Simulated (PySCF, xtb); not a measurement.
BeH5NOSi, SMILES [SiH3][O][Be][NH2].

GFN2-xTB (xtb) at its own geometry gives an orbital gap of 5.61 eV and a dipole moment of 1.41 D.

Coordinates come from a B3LYP-D3(BJ)/def2-SVP optimisation. The values are those of a single conformer.

Problem. What does PBE/def2-TZVPD in PySCF give? (An estimate is asked for; the answer gives what the named calculation found.)

Solution. gap 4.72 eV (levels -5.86 and -1.13 eV), dipole 1.27 D.
